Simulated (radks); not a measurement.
Isoelectronic series with 10 electrons, each ion in its NIST ground configuration. Calculated with a radial shooting solver on a logarithmic mesh with Libxc functionals: non-relativistic Kohn-Sham, PBE, spin-polarised, spherical densities, point nucleus. Total energies (hartree) and orbital eigenvalues (hartree):

ion    configuration  E (hartree)         2p         2s
Ne              [Ne]   -128.86643   -0.49050   -1.33318
Mg2+            [Ne]   -199.11174   -2.45183   -3.66183
Al3+            [Ne]   -240.26430   -3.82687   -5.22385
Si4+            [Ne]   -285.42809   -5.45804   -7.04300
P5+             [Ne]   -334.59998   -7.34336   -9.11692
S6+             [Ne]   -387.77794   -9.48164  -11.44424
Cl7+            [Ne]   -444.96059  -11.87215  -14.02407
Ar8+            [Ne]   -506.14695  -14.51437  -16.85581
K9+             [Ne]   -571.33630  -17.40795  -19.93904
Ca10+           [Ne]   -640.52809  -20.55261  -23.27347
Sc11+           [Ne]   -713.72191  -23.94816  -26.85886
Ti12+           [Ne]   -790.91744  -27.59444  -30.69505
V13+            [Ne]   -872.11441  -31.49135  -34.78189
Cr14+           [Ne]   -957.31261  -35.63878  -39.11930
Mn15+           [Ne]  -1046.51188  -40.03666  -43.70717
Fe16+           [Ne]  -1139.71208  -44.68493  -48.54545
